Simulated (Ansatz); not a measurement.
`[OH][W]([OH])([OH])([Cl])([Cl])[Cl]`. Charge 0, multiplicity 1. W takes the def2 core potential.

```xyz
10

O     0.780    0.005   -1.761
W     0.099    0.114   -0.034
O     1.377   -0.911    0.839
O    -1.397    1.154   -0.384
Cl   -0.955   -0.036    2.104
Cl   -1.073   -1.835   -0.664
Cl    1.346    2.006    0.334
H     0.568   -0.668   -2.415
H     1.358   -1.203    1.755
H    -2.104    1.374    0.228
```

**Question.** List the harmonic frequencies (cm⁻¹, unscaled) at PBE0-D4/def2-TZVP in Ansatz. (An estimate is asked.)

**Answer.** Computed: 93, 106, 109, 154, 188, 214, 252, 255, 291, 328, 347, 365, 377, 443, 455, 599, 615, 660, 733, 754, 810, 3865, 3874, 3878.

**Question.** Is this a minimum?

**Answer.** Yes, all 24 modes are real.

**Question.** Give the ideal-gas thermochemistry at 298.15 K and 1 bar (rigid rotor, harmonic oscillator; point group Cs, symmetry number 1).

**Answer.** Zero-point energy 118.2 kJ/mol; H(298) − E = 149.2 kJ/mol; entropy 433.6 J/(mol·K), of which translation 181.6, rotation 125.9, vibration 126.0; G(298) − E = 19.9 kJ/mol. Modes under 100 cm⁻¹ are hindered rotations or soft bends, so the harmonic entropy is rough.

**Question.** Rotational constants (cm⁻¹)?

**Answer.** 0.04476, 0.03343, 0.02616.
